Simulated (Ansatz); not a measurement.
`N[B](N)[AlH2]` and `NB(N)S` differ in one atom or group.

Ansatz, PBE0-D4/def2-TZVP geometries, multiplicity 1. Each molecule was computed in one conformer, which needn't be the lowest.

```json
{"property": "LUMO energy (B3LYP/def2-TZVPP) / eV", "`N[B](N)[AlH2]`": "-1.70"}
{"property": "HOMO energy (B3LYP/def2-TZVPP) / eV", "`N[B](N)[AlH2]`": "-6.73"}
{"property": "HOMO–LUMO gap (B3LYP/def2-TZVPP) / eV", "`N[B](N)[AlH2]`": "5.03"}
{"property": "HOMO energy (PBE0/def2-TZVPP) / eV", "`N[B](N)[AlH2]`": "-6.91"}
{"property": "LUMO energy (PBE/def2-TZVPP) / eV", "`N[B](N)[AlH2]`": "-2.25"}
{"property": "LUMO energy (ωB97M-V/def2-TZVPP) / eV", "`N[B](N)[AlH2]`": "0.14"}
```

Give the same properties after the change, and the shifts. (Best estimate.)

The calculation gave: 
| property | `NB(N)S` | shift |
| --- | --- | --- |
| LUMO energy (B3LYP/def2-TZVPP) / eV | 0.16 | 1.86 |
| HOMO energy (B3LYP/def2-TZVPP) / eV | -6.58 | 0.15 |
| HOMO–LUMO gap (B3LYP/def2-TZVPP) / eV | 6.74 | 1.71 |
| HOMO energy (PBE0/def2-TZVPP) / eV | -6.84 | 0.07 |
| LUMO energy (PBE/def2-TZVPP) / eV | -0.35 | 1.90 |
| LUMO energy (ωB97M-V/def2-TZVPP) / eV | 1.95 | 1.81 |

With PBE0 the HOMO rises by 0.07 eV and the LUMO rises by 2.00 eV, so the gap widens by about 1.93 eV. PBE moves the HOMO by 0.13 eV and ωB97M-V by -0.02 eV. The zero-point energy changes by -10.4 kJ/mol with -3 modes.

B3LYP here is the variant with VWN-RPA as its local correlation; programs differ in this.
